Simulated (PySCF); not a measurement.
SMILES Cc1cc[c]([GeH3])s1 (C₅H₈GeS), GFN2-xTB optimised geometry.

```
15

C     -1.63    -2.53     0.00
C     -0.70    -1.37     0.00
C      0.66    -1.37     0.00
C      1.22    -0.07     0.00
C      0.28     0.92     0.00
Ge     0.54     2.83     0.00
S     -1.31     0.25     0.00
H     -2.27    -2.51     0.88
H     -1.06    -3.46    -0.01
H     -2.28    -2.50    -0.88
H      1.25    -2.27     0.00
H      2.28     0.13     0.00
H     -0.08     3.45    -1.21
H      2.00     3.12     0.00
H     -0.09     3.46     1.20
```

Density from B3LYP/def2-TZVP (PySCF) at that geometry.

Minimum of the electron density along straight lines between bonded atoms, close to the bond critical point (lines longer than 1.1 times the sum of covalent radii, or with two minima, are not listed):

```json
[
 {"bond": "C1–C2", "length / Å": "1.487", "ρ at the minimum / e bohr⁻³": "0.265", "∇²ρ there / e bohr⁻⁵": "-0.71", "position (fraction from the first atom)": "0.48"},
 {"bond": "C2–C3", "length / Å": "1.360", "ρ at the minimum / e bohr⁻³": "0.336", "∇²ρ there / e bohr⁻⁵": "-1.00", "position (fraction from the first atom)": "0.52"},
 {"bond": "C3–C4", "length / Å": "1.411", "ρ at the minimum / e bohr⁻³": "0.307", "∇²ρ there / e bohr⁻⁵": "-0.89", "position (fraction from the first atom)": "0.50"},
 {"bond": "C4–C5", "length / Å": "1.362", "ρ at the minimum / e bohr⁻³": "0.333", "∇²ρ there / e bohr⁻⁵": "-0.98", "position (fraction from the first atom)": "0.49"},
 {"bond": "C5–Ge6", "length / Å": "1.928", "ρ at the minimum / e bohr⁻³": "0.131", "∇²ρ there / e bohr⁻⁵": "0.15", "position (fraction from the first atom)": "0.53"},
 {"bond": "C2–S7", "length / Å": "1.734", "ρ at the minimum / e bohr⁻³": "0.213", "∇²ρ there / e bohr⁻⁵": "-0.43", "position (fraction from the first atom)": "0.48"},
 {"bond": "C5–S7", "length / Å": "1.733", "ρ at the minimum / e bohr⁻³": "0.211", "∇²ρ there / e bohr⁻⁵": "-0.41", "position (fraction from the first atom)": "0.47"},
 {"bond": "C1–H8", "length / Å": "1.090", "ρ at the minimum / e bohr⁻³": "0.279", "∇²ρ there / e bohr⁻⁵": "-0.96", "position (fraction from the first atom)": "0.64"},
 {"bond": "C1–H9", "length / Å": "1.087", "ρ at the minimum / e bohr⁻³": "0.281", "∇²ρ there / e bohr⁻⁵": "-0.97", "position (fraction from the first atom)": "0.64"},
 {"bond": "C1–H10", "length / Å": "1.090", "ρ at the minimum / e bohr⁻³": "0.280", "∇²ρ there / e bohr⁻⁵": "-0.96", "position (fraction from the first atom)": "0.64"},
 {"bond": "C3–H11", "length / Å": "1.076", "ρ at the minimum / e bohr⁻³": "0.289", "∇²ρ there / e bohr⁻⁵": "-1.04", "position (fraction from the first atom)": "0.64"},
 {"bond": "C4–H12", "length / Å": "1.077", "ρ at the minimum / e bohr⁻³": "0.289", "∇²ρ there / e bohr⁻⁵": "-1.04", "position (fraction from the first atom)": "0.65"},
 {"bond": "Ge6–H13", "length / Å": "1.493", "ρ at the minimum / e bohr⁻³": "0.143", "∇²ρ there / e bohr⁻⁵": "0.09", "position (fraction from the first atom)": "0.60"},
 {"bond": "Ge6–H14", "length / Å": "1.491", "ρ at the minimum / e bohr⁻³": "0.143", "∇²ρ there / e bohr⁻⁵": "0.10", "position (fraction from the first atom)": "0.60"},
 {"bond": "Ge6–H15", "length / Å": "1.493", "ρ at the minimum / e bohr⁻³": "0.143", "∇²ρ there / e bohr⁻⁵": "0.09", "position (fraction from the first atom)": "0.60"}
]
```
